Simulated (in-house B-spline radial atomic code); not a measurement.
Ionising Sn IV (Sn3+) with different functionals

Computed with an all-electron radial atomic-structure program (B-spline basis): four-component Dirac-Coulomb Hamiltonian, Fermi nucleus of rms radius 4.6519 fm, spin-restricted, spherical fractional occupations for the functionals. The ionisation energy is the difference of two self-consistent energies, [Kr] 4d10 5s1 → [Kr] 4d10, without Breit or QED terms; ε is the level of the shell that loses the electron (mean over j).

Hybrids are left out here: with spherical fractional occupations of an open shell their exact exchange keeps a self-interaction that integer-occupation calculations don't have.

| method | rung | ΔSCF (eV) | -ε(5s) (eV) |
| --- | --- | --- | --- |
| LDA VWN5 | LDA | 41.55 | 36.45 |
| relativistic LDA | LDA | 41.49 | 36.39 |
| LDA PW92 | LDA | 41.55 | 36.45 |
| LDA exchange-only | LDA | ? | ? |
| PBE | GGA | 41.12 | 35.95 |
| PBEsol | GGA | 41.04 | 35.95 |
| BLYP | GGA | 41.37 | 36.13 |
| RPBE | GGA | 40.95 | 35.72 |
| PW91 | GGA | 41.23 | 36.04 |
| BP86 | GGA | ? | ? |
| AM05 | GGA | 41.00 | 35.93 |
| OLYP | GGA | 40.88 | 35.54 |

**Question.** What does BP86 give?

**Answer.** ΔSCF 41.11 eV, and -ε(5s) = 36.11 eV.

**Question.** What does LDA exchange-only give?

**Answer.** ΔSCF 40.26 eV, and -ε(5s) = 35.14 eV.

**Question.** How do they compare with the NIST value?

**Answer.** NIST lists 40.74 eV ± 0.04 (measured, ground level to ground level). Errors run from -0.48 to +0.81 eV; OLYP is closest (+0.14 eV), but part of that can be cancellation, since the calculations leave out Breit-QED terms, spin polarisation.
